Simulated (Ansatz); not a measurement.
Consider the formal loss of a carbene: `CO[SiH2]CS` → `[CH2]` (triplet) + `CO[SiH2]S`.

Isolated molecules relaxed with PBE0-D4/def2-TZVP in Ansatz; ΔE leaves out vibrations. CCSD(T)/CBS is the MP2 limit (def2-TZVPP, def2-QZVPP) plus CCSD(T) − MP2 in def2-TZVPP, frozen cores. This one scheme is used for every species. Functionals use def2-TZVPP. HSE06 is defined as in plane-wave codes. Triplets are unrestricted, without spin–orbit coupling. One conformer a species, not always the lowest.

(1) Is it downhill or uphill in electronic energy at CCSD(T)/CBS, and by how much? (An estimate is asked.)

(2) What do these levels give: B97M-V, ωB97X-V, revPBE, HSE06, LC-ωPBE, SCS-MP2/def2-QZVPP? (Estimate.)

Largest T1 diagnostic among the species: 0.011.

Results:

(1) The calculation gave: Uphill: ΔE = +363.3 kJ/mol.

(2) Computed: B97M-V 359.6, ωB97X-V 374.5, revPBE 335.9, HSE06 354.2, LC-ωPBE 350.8, SCS-MP2/def2-QZVPP 372.7 kJ/mol.

From r2SCAN to r2SCAN0 (25 % exact exchange), in def2-TZVPP and without D4, ΔE moves by −4.7 kJ/mol. The D4 term adds +12.7 kJ/mol with B3LYP and +6.9 kJ/mol with PBE0; it sums over pairs of atoms, weighted by their polarisabilities, and B3LYP, whose exchange is more repulsive, gets the larger term.

B3LYP here is the variant with VWN-RPA as its local correlation; programs differ in this.
